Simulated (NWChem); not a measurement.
System: MgF cation; SMILES [F][Mg+]

Output (shortened):

```
             Northwest Computational Chemistry Package (NWChem) 7.3.0
             --------------------------------------------------------

                             Geometry "geometry" -> ""
                             -------------------------

 Output coordinates in angstroms (scale by  1.889725989 to convert to a.u.)

  No.       Tag          Charge          X              Y              Z
 ---- ---------------- ---------- -------------- -------------- --------------
    1 Mg                  12.0000     0.00000000     0.00000000    -0.74467600
    2 F                    9.0000     0.00000000     0.00000000     0.99333600

 Effective nuclear repulsion energy (a.u.)      32.8830542551

                                 NWChem DFT Module
                                 -----------------

 Summary of "ao basis" -> "ao basis" (spherical)
 ------------------------------------------------------------------------------
       Tag                 Description            Shells   Functions and Types
 ---------------- ------------------------------  ------  ---------------------
 Mg                        def2-svpd                 9       21   4s4p1d
 F                         def2-svpd                 9       23   4s3p2d

            General Information
            -------------------
          SCF calculation type: DFT
          Wavefunction type:  closed shell.
          No. of atoms     :     2
          No. of electrons :    20
           Alpha electrons :    10
            Beta electrons :    10
          Charge           :     1
          Spin multiplicity:     1
          Use of symmetry is: off; symmetry adaption is: off
          Maximum number of iterations: 150
          AO basis - number of functions:    44
                     number of shells:    18
          Convergence on energy requested:  1.00D-06
          Convergence on density requested:  1.00D-05
          Convergence on gradient requested:  5.00D-04

              XC Information
              --------------
                         B3LYP Method XC Potential
                     Hartree-Fock (Exact) Exchange  0.200
                        Slater Exchange Functional  0.800 local
                    Becke 1988 Exchange Functional  0.720 non-local
              Lee-Yang-Parr Correlation Functional  0.810
                  VWN I RPA Correlation Functional  0.190 local

             Grid Information
             ----------------
          Grid used for XC integration:  medium
          Radial quadrature: Mura-Knowles
          Angular quadrature: Lebedev.
          Tag              B.-S. Rad. Rad. Pts. Rad. Cut. Ang. Pts.
          ---              ---------- --------- --------- ---------
          Mg                  1.50       88          11.0       590
          F                   0.50       49          10.0       434
          Grid pruning is: on
          Number of quadrature shells:   137
          Spatial weights used:  Erf1

      Superposition of Atomic Density Guess
      -------------------------------------

 Sum of atomic energies:        -298.83208308

 Renormalizing density from      21.00 to     20

      Non-variational initial energy
      ------------------------------

 Total energy =    -289.841230
 1-e energy   =    -460.403859
 2-e energy   =     137.679574
 HOMO         =      -1.197214
 LUMO         =      -0.498665

   convergence    iter        energy       DeltaE   RMS-Dens  Diis-err
 ---------------- ----- ----------------- --------- --------- ---------
 d= 0,ls=0.0,diis     1   -299.2492429079 -3.32D+02  9.70D-02  3.22D+00
 d= 0,ls=0.0,diis     2   -292.9064312237  6.34D+00  9.17D-02  4.21D+01
 d= 0,ls=0.0,diis     3   -299.5322728313 -6.63D+00  1.14D-02  3.54D-02
 d= 0,ls=0.0,diis     4   -299.5385609651 -6.29D-03  1.41D-03  1.65D-02
 d= 0,ls=0.0,diis     5   -299.5398631469 -1.30D-03  5.26D-04  1.77D-03
  Resetting Diis
 d= 0,ls=0.0,diis     6   -299.5400235836 -1.60D-04  9.52D-05  3.87D-05
 d= 0,ls=0.0,diis     7   -299.5400271943 -3.61D-06  2.53D-05  2.87D-07
 d= 0,ls=0.0,diis     8   -299.5400271159  7.84D-08  1.46D-05  1.20D-06
 d= 0,ls=0.0,diis     9   -299.5400272209 -1.05D-07  6.50D-07  1.20D-09

         Total DFT energy =     -299.540027220920
      One electron energy =     -478.995305810742
           Coulomb energy =      173.342072196596
    Exchange-Corr. energy =      -26.769847861847
 Nuclear repulsion energy =       32.883054255073

 Numeric. integr. density =       19.999998718074

                       DFT Final Molecular Orbital Analysis
                       ------------------------------------

 Vector    8  Occ=2.000000D+00  E=-5.931216D-01
              MO Center=  3.2D-11, -3.7D-11,  9.1D-01, r^2= 7.6D-01
   Bfn.  Coefficient  Atom+Function         Bfn.  Coefficient  Atom+Function
  ----- ------------  ---------------      ----- ------------  ---------------
    28      0.615616  2 F  pz                31     -0.421826  2 F  pz
     3      0.272612  1 Mg s                  2      0.182785  1 Mg s
    23     -0.112970  2 F  s                  7      0.092605  1 Mg pz
    25     -0.089168  2 F  s                 34     -0.072939  2 F  pz
    13      0.070180  1 Mg pz                24     -0.069180  2 F  s

 Vector    9  Occ=2.000000D+00  E=-5.621983D-01
              MO Center= -4.5D-11,  5.3D-11,  9.3D-01, r^2= 6.0D-01
   Bfn.  Coefficient  Atom+Function         Bfn.  Coefficient  Atom+Function
  ----- ------------  ---------------      ----- ------------  ---------------
    27      0.511072  2 F  py                26     -0.393644  2 F  px
    30     -0.341384  2 F  py                29      0.262945  2 F  px
    33     -0.082943  2 F  py                32      0.063886  2 F  px
     9     -0.055112  1 Mg py                 6     -0.042386  1 Mg py
     8      0.042449  1 Mg px                41      0.037052  2 F  d -1

 Vector   10  Occ=2.000000D+00  E=-5.621983D-01
              MO Center= -1.1D-11,  6.4D-12,  9.3D-01, r^2= 6.0D-01
   Bfn.  Coefficient  Atom+Function         Bfn.  Coefficient  Atom+Function
  ----- ------------  ---------------      ----- ------------  ---------------
    26      0.511072  2 F  px                27      0.393644  2 F  py
    29     -0.341384  2 F  px                30     -0.262945  2 F  py
    32     -0.082943  2 F  px                33     -0.063886  2 F  py
     8     -0.055112  1 Mg px                 5     -0.042386  1 Mg px
     9     -0.042449  1 Mg py                43     -0.037052  2 F  d  1

 Vector   11  Occ=0.000000D+00  E=-3.863219D-01
              MO Center=  2.9D-09, -3.3D-09, -1.3D+00, r^2= 2.5D+00
   Bfn.  Coefficient  Atom+Function         Bfn.  Coefficient  Atom+Function
  ----- ------------  ---------------      ----- ------------  ---------------
     3      1.092860  1 Mg s                  2      0.346459  1 Mg s
    10     -0.282345  1 Mg pz                25     -0.201418  2 F  s
    28     -0.175489  2 F  pz                 7     -0.139683  1 Mg pz
    31      0.112359  2 F  pz                34      0.099974  2 F  pz
     4      0.054949  1 Mg s                  1     -0.053319  1 Mg s

 Vector   12  Occ=0.000000D+00  E=-2.329815D-01
              MO Center=  1.5D-09, -1.6D-09, -1.0D+00, r^2= 4.1D+00
   Bfn.  Coefficient  Atom+Function         Bfn.  Coefficient  Atom+Function
  ----- ------------  ---------------      ----- ------------  ---------------
    11      0.511528  1 Mg px                12      0.444518  1 Mg py
     8      0.375482  1 Mg px                 9      0.326294  1 Mg py
     5      0.162551  1 Mg px                 6      0.141257  1 Mg py
    20      0.112573  1 Mg d  1              26      0.104548  2 F  px
    18     -0.097826  1 Mg d -1              27      0.090852  2 F  py

 Vector   13  Occ=0.000000D+00  E=-2.329815D-01
              MO Center=  3.4D-09, -3.9D-09, -1.0D+00, r^2= 4.1D+00
   Bfn.  Coefficient  Atom+Function         Bfn.  Coefficient  Atom+Function
  ----- ------------  ---------------      ----- ------------  ---------------
    12      0.511528  1 Mg py                11     -0.444518  1 Mg px
     9      0.375482  1 Mg py                 8     -0.326294  1 Mg px
     6      0.162551  1 Mg py                 5     -0.141257  1 Mg px
    18     -0.112573  1 Mg d -1              27      0.104548  2 F  py
    20     -0.097826  1 Mg d  1              26     -0.090852  2 F  px

     Multipole analysis of the density
     ---------------------------------

[...]

                                NWChem TDDFT Module
                                -------------------

            General Information
            -------------------
           No. of orbitals :      88
            Alpha orbitals :      44
             Beta orbitals :      44
        Alpha frozen cores :       0
         Beta frozen cores :       0
     Alpha frozen virtuals :       0
      Beta frozen virtuals :       0
         Spin multiplicity :       1
    Number of AO functions :      44
        Use of symmetry is : off
      Symmetry adaption is : off
         Schwarz screening :  0.10D-07

              XC Information
              --------------
                  B3LYP Method XC Potential
              Hartree-Fock (Exact) Exchange   0.20
                 Slater Exchange Functional   0.80 local
             Becke 1988 Exchange Functional   0.72 non-local
       Lee-Yang-Parr Correlation Functional   0.81
           VWN I RPA Correlation Functional   0.19 local

             TDDFT Information
             -----------------
          Calculation type : TDDFT
         Wavefunction type : Restricted singlets
          No. of electrons :      20
           Alpha electrons :      10
            Beta electrons :      10
              No. of roots :       6
          Max subspacesize :    5200
            Max iterations :     100
               Target root :       1
           Target symmetry : none
      Symmetry restriction : off
                 Algorithm : Optimal
        Davidson threshold :  0.10D-03

    6 smallest eigenvalue differences (eV)
--------------------------------------------------------
  No. Spin  Occ  Vir  Irrep   E(Occ)    E(Vir)   E(Diff)
--------------------------------------------------------
    1    1   10   11 a        -0.562    -0.386     4.786
    2    1    9   11 a        -0.562    -0.386     4.786
    3    1    8   11 a        -0.593    -0.386     5.627
    4    1   10   12 a        -0.562    -0.233     8.958
    5    1    9   12 a        -0.562    -0.233     8.958
    6    1   10   13 a        -0.562    -0.233     8.958
--------------------------------------------------------

  Entering Davidson iterations
  Restricted singlet excited states

  Iter   NTrls   NConv    DeltaV     DeltaE      Time
  ----  ------  ------  ---------  ---------  ---------
    1      6       0     0.35E+00   0.10+100        3.0
    2     18       0     0.26E-01   0.37E-01        4.3
    3     30       0     0.55E-02   0.36E-03        4.3
    4     42       3     0.57E-03   0.49E-05        4.4
    5     48       5     0.15E-03   0.13E-06        3.7
    6     50       6     0.74E-04   0.11E-07        2.2
  ----  ------  ------  ---------  ---------  ---------
  Convergence criterion met

  Ground state a        -299.540027220920 a.u.

  ----------------------------------------------------------------------------
  Root   1 singlet a              0.131179784 a.u.                3.5696 eV
  ----------------------------------------------------------------------------
     Transition Moments    X -0.20933   Y  0.19513   Z -0.00000
     Dipole Oscillator Strength                    0.0071620866
     Electric Quadrupole                           0.0000000001
     Magnetic Dipole                               0.0000000004
     Total Oscillator Strength                     0.0071620871

     Occ.    9  a   ---  Virt.   11  a    0.98566 X
     Occ.   10  a   ---  Virt.   11  a   -0.16330 X
  ----------------------------------------------------------------------------
  Root   2 singlet a              0.131179784 a.u.                3.5696 eV
  ----------------------------------------------------------------------------
     Transition Moments    X -0.19513   Y -0.20933   Z  0.00000
     Dipole Oscillator Strength                    0.0071620866
     Electric Quadrupole                           0.0000000001
     Magnetic Dipole                               0.0000000004
     Total Oscillator Strength                     0.0071620871

     Occ.    9  a   ---  Virt.   11  a   -0.16330 X
     Occ.   10  a   ---  Virt.   11  a   -0.98566 X
  ----------------------------------------------------------------------------
  Root   3 singlet a              0.183951647 a.u.                5.0056 eV
  ----------------------------------------------------------------------------
     Transition Moments    X -0.00000   Y  0.00000   Z  0.84762
     Dipole Oscillator Strength                    0.0881079627
     Electric Quadrupole                           0.0000000008
     Magnetic Dipole                               0.0000000000
     Total Oscillator Strength                     0.0881079634

     Occ.    8  a   ---  Virt.   11  a    0.98127 X
     Occ.    8  a   ---  Virt.   11  a   -0.05484 Y
     Occ.    9  a   ---  Virt.   13  a    0.13491 X
     Occ.    9  a   ---  Virt.   22  a    0.05353 X
     Occ.   10  a   ---  Virt.   12  a    0.13491 X
     Occ.   10  a   ---  Virt.   21  a   -0.05353 X
  ----------------------------------------------------------------------------
  Root   4 singlet a              0.283881074 a.u.                7.7248 eV
  ----------------------------------------------------------------------------
     Transition Moments    X -0.00000   Y -0.00000   Z -0.00000
     Dipole Oscillator Strength                    0.0000000000
     Electric Quadrupole                           0.0000000000
     Magnetic Dipole                               0.0000000000
     Total Oscillator Strength                     0.0000000000

     Occ.    9  a   ---  Virt.   12  a    0.70425 X
     Occ.   10  a   ---  Virt.   13  a   -0.70425 X
  ----------------------------------------------------------------------------
  Root   5 singlet a              0.284346910 a.u.                7.7375 eV
  ----------------------------------------------------------------------------
     Transition Moments    X  0.00000   Y -0.00000   Z  0.00000
     Dipole Oscillator Strength                    0.0000000000
     Electric Quadrupole                           0.0000000476
     Magnetic Dipole                               0.0000000000
     Total Oscillator Strength                     0.0000000476

     Occ.    9  a   ---  Virt.   12  a    0.13960 X
     Occ.    9  a   ---  Virt.   13  a   -0.69192 X
     Occ.   10  a   ---  Virt.   12  a    0.69192 X
     Occ.   10  a   ---  Virt.   13  a    0.13960 X
  ----------------------------------------------------------------------------
  Root   6 singlet a              0.284350194 a.u.                7.7376 eV
  ----------------------------------------------------------------------------
     Transition Moments    X -0.00000   Y -0.00000   Z  0.00000
     Dipole Oscillator Strength                    0.0000000000
     Electric Quadrupole                           0.0000000476
     Magnetic Dipole                               0.0000000000
     Total Oscillator Strength                     0.0000000476

     Occ.    9  a   ---  Virt.   12  a   -0.69192 X
     Occ.    9  a   ---  Virt.   13  a   -0.13960 X
     Occ.   10  a   ---  Virt.   12  a    0.13960 X
     Occ.   10  a   ---  Virt.   13  a   -0.69192 X

              Target root =      1
          Target symmetry = none
      Ground state energy =   -299.540027220920
        Excitation energy =      0.131179783564
     Excited state energy =   -299.408847437356

  stored tddft:energy   -299.40884743735614
```

Level: B3LYP/def2-SVPD, full TDDFT. The geometry was optimised at PBE-D3(BJ)/def2-SVP.

Problem. Write an input that gives this output.

Solution. One answer among several that fit: the input that was run:
```
start job
memory heap 200 mb stack 700 mb global 900 mb
charge 1
geometry units angstroms noautosym nocenter noautoz
  Mg     0.000000     0.000000    -0.744676
  F      0.000000     0.000000     0.993336
end
basis spherical
  Mg library def2-svpd
  F library def2-svpd
end
dft
  xc b3lyp
  iterations 150
end
tddft
  nroots 6
  notriplet
end
task tddft energy
```
